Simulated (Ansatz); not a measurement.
Cartesian coordinates in Å:
```
C 0.175 -0.229 1.937
Si -0.122 -0.158 0.086
C -1.929 0.215 -0.257
C 0.353 -1.795 -0.701
Sn 1.326 1.711 -0.927
H -0.089 0.716 2.419
H -0.433 -1.018 2.390
H 1.223 -0.440 2.164
H -2.127 0.267 -1.330
H -2.229 1.168 0.187
H -2.566 -0.568 0.165
H 1.403 -2.032 -0.519
H -0.253 -2.606 -0.284
H 0.193 -1.777 -1.781
H 0.961 3.247 -0.262
H 3.000 1.450 -0.664
H 1.114 1.849 -2.622
```

Charge 0, multiplicity 1. Sn takes the def2 core potential.

(1) List the B3LYP/def2-TZVPP orbital energies in eV (the Gaussian-basis code of Ansatz). (Estimate.)

## Answers

(1) Ansatz gave: Occupied: -1798.71, -276.39, -276.39, -276.39, -143.23, -138.14, -98.57, -98.53, -98.53, -92.98, -92.98, -92.95, -27.26, -27.26, -27.18, -27.13, -27.13, -19.73, -18.76, -18.76, -14.03, -12.43, -11.56, -11.43, -11.43, -10.97, -10.97, -10.70, -8.72, -8.72, -8.37, -8.37, -7.03. Lowest empty: 0.28, 0.28, 0.36, 0.40, 1.32, 1.93, 1.94, 2.05.

B3LYP here is the variant with VWN-RPA as its local correlation; programs differ in this.
